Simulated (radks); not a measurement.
La XXIV, configuration [Ar] 3d10 4s2 4p4 (the NIST ground configuration). Calculated with a radial shooting solver on a logarithmic mesh with Libxc functionals: Dirac Kohn-Sham, relativistic LDA (MacDonald-Vosko exchange, VWN5 correlation), spin-unpolarised, spherical densities, finite nucleus; open shells fill j = l - 1/2 first; Fermi nuclear charge, rms radius 4.855 fm.

Spin-orbit splittings of the eigenvalues, e(l+1/2) - e(l-1/2), with zeta = 2 splitting/(2l+1) and mean radii in bohr:

| shell | occ. | splitting (eV) | zeta (eV) | <r> j=l-1/2 | <r> j=l+1/2 |
|---|---|---|---|---|---|
| 2p | 6 | ? | ? | 0.09002 | 0.09607 |
| 3p | 6 | 82.01 | 54.67 | 0.2720 | 0.2835 |
| 3d | 10 | 17.90 | 7.161 | 0.2531 | 0.2567 |
| 4p | 4 | 22.87 | 15.25 | 0.6022 | 0.6201 |

Estimate the 2p splitting.

Answer. 409.8 eV (zeta = 273.2 eV).
